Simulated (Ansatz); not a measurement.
Reaction (ligand exchange at the Si–C bond): `C[SiH](C)C#N` + `[NH2][GaH2]` → `C[SiH](C)[NH][GaH2]` + `C#N`

Computed with Ansatz on PBE0-D4/def2-TZVP structures; ΔE is electronic, products minus reactants. CBS: MP2 limit from def2 TZ/QZ plus the TZ coupled-cluster correction, frozen cores. This one scheme is used for every species. Functionals use def2-TZVPP. For Ga outer-core shells are correlated without core-valence functions, which leaves a few kJ/mol of doubt a bond. Scalar relativity is left out up to krypton. Each species was taken in one conformer, which may not be the lowest.

```
              species  LC-ωPBE energy (Eh)
       `C[SiH](C)C#N`           -462.66232
        `[NH2][GaH2]`          -1981.76300
`C[SiH](C)[NH][GaH2]`          -2351.03637
                `C#N`            -93.38946
```

Q: Work out ΔE.

A: ΔE = (-2351.03637) + (-93.38946) − (-462.66232) − (-1981.76300) = -0.00051 Eh = -1.3 kJ/mol. CCSD(T)/CBS gives -10.8 kJ/mol.

Largest T1 diagnostic among the species: 0.014.

From BLYP to BHLYP (50 % exact exchange), in def2-TZVPP and without D4, ΔE moves by −6.9 kJ/mol. In def2-TZVPP, CCSD(T) changes the Hartree–Fock value by −9.2 kJ/mol (the triples alone add −0.8 kJ/mol) and MP2 by −9.2 kJ/mol. The D4 term adds −10.7 kJ/mol with B3LYP and −6.0 kJ/mol with PBE0; it sums over pairs of atoms, weighted by their polarisabilities, and B3LYP, whose exchange is more repulsive, gets the larger term.

B3LYP here is the variant with VWN-RPA as its local correlation; programs differ in this.
